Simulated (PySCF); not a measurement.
C5H10F2.
Numbering: `[CH3:1][CH:2]([CH3:3])[CH2:4][CH:5]([F:6])[F:7]` (hydrogens: H8, H9, H10 on C1; H11 on C2; H12, H13, H14 on C3; H15, H16 on C4; H17 on C5)

Structure used (PBE0-D3(BJ)/def2-SVP), in Å, numbered top down from 1:
```xyz
17
C5H10F2 angstrom
C     -1.564    0.978   -0.586
C     -0.528    0.197    0.214
C     -0.885   -1.285    0.270
C      0.868    0.443   -0.358
C      1.995   -0.170    0.429
F      1.978    0.288    1.705
F      3.183    0.186   -0.116
H     -2.573    0.843   -0.168
H     -1.590    0.639   -1.636
H     -1.342    2.056   -0.590
H     -0.528    0.588    1.246
H     -1.902   -1.426    0.666
H     -0.205   -1.858    0.918
H     -0.856   -1.738   -0.736
H      0.932    0.063   -1.392
H      1.074    1.526   -0.402
H      1.964   -1.273    0.470
```

Linear response at CAM-B3LYP/def2-SVPD (PySCF, frozen core in the response, non-relativistic).

Static isotropic polarisability: 64.12 au (9.50 Å³), principal values 58.7, 63.8, 69.8 au.

Problem. What is the polarisability at 1064 nm and at the sodium D line?

Solution. 64.49 au at 1064 nm (+0.6 %), 65.34 au at 589.3 nm (+1.9 %). The rise at 589.3 nm is 3.32 times that at 1064 nm; a pure ω² law gives 3.26. The lowest singlet lies at 137 nm, shorter than both wavelengths.

Problem. What is the isotropic C6 coefficient between two such molecules, C6 = (3/π)∫α(iω)² dω?

Solution. 1977 au (Eh·bohr⁶) by a ten-point quadrature over imaginary frequencies, which is 1180 eV·Å⁶ or 114 J·nm⁶/mol.

Problem. Which effective excitation energy ω̄ makes London's formula C6 = (3/4)α²ω̄ exact here?

Solution. ω̄ = 4·C6/(3α²) = 0.641 Eh = 17.4 eV. A one-pole form α(ω) = α/(1 − ω²/ω̄²) fitted to the 1064 nm value gives 15.4 eV.

Problem. The lowest 6 singlets have (eV, f): 9.05, 0.015; 9.14, 0.022; 9.42, 0.071; 9.47, 0.043; 9.79, 0.023; 9.80, 0.012. What share of the static polarisability do they carry in the sum over states α = Σ f/ω²?

Solution. 1.54 au, 2.4 % of α; the largest term, 0.59 au, is that of the state at 9.42 eV. Their oscillator strengths add up to 0.19. Higher states carry the rest.

Problem. How many electrons N does the Slater–Kirkwood formula C6 = (3/4)·√N·α^(3/2) need to give this C6?

Solution. N = (4·C6/3)²/α³ = 26.4; the species has 58 electrons in all.

Problem. What does −C6/R⁶ come to at R = 12 Å between centres?

Solution. -38 J/mol. This is the leading, orientation-averaged term; C8 and higher terms are left out.

Problem. What n − 1 at the D line would an ideal gas of it have at 273.15 K and 1 atm (2.6868 × 10¹⁹ cm⁻³), by n − 1 = 2π·N·α′?

Solution. 16.35 × 10⁻⁴, a formal value whether or not that pressure can be reached.

Problem. How anisotropic is the static polarisability, by Δα² = ½[(α1 − α2)² + (α2 − α3)² + (α3 − α1)²]?

Solution. Δα = 9.6 au, or 0.15 of the isotropic value.

Problem. What molar refraction at the D line follows from R = (4π/3)·N_A·α′, with α′ the polarisability volume?

Solution. α′ = 9.68 Å³ gives R = 24.43 cm³/mol, for isolated, non-vibrating species.

One conformer stands for the species.
